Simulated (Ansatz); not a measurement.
Basis-set extrapolation for `C[SiH](S)Cl` (PBE0-D4/def2-TZVP geometry, frozen core, the Gaussian-basis code of Ansatz). Multiplicity 1, RHF reference.

```tsv
	def2-TZVPP	def2-QZVPP
HF	-1186.895752	-1186.930797
MP2 correlation	-0.668192	-0.725042
CCSD(T) correlation	-0.756319	not run
```

Energies in hartree. Use E(X) = E(∞) + A·exp(−7.88·√X) for Hartree–Fock and E(X) = E(∞) + B·X^(−2.97) for correlation, with X = 3 and 4, and add CCSD(T) minus MP2 of the smaller set to the MP2 limit.

Task: What is the CCSD(T) energy at the basis-set limit?

Result: HF limit: -1186.930797 + (-0.035045) × 0.13774 = -1186.93562. MP2 limit: -0.725042 + (-0.056850) × 0.74074 = -0.76715. Higher-order term: -0.756319 − (-0.668192) = -0.08813. Total: -1187.79090 hartree, 87.1 kcal/mol below CCSD(T)/def2-TZVPP.
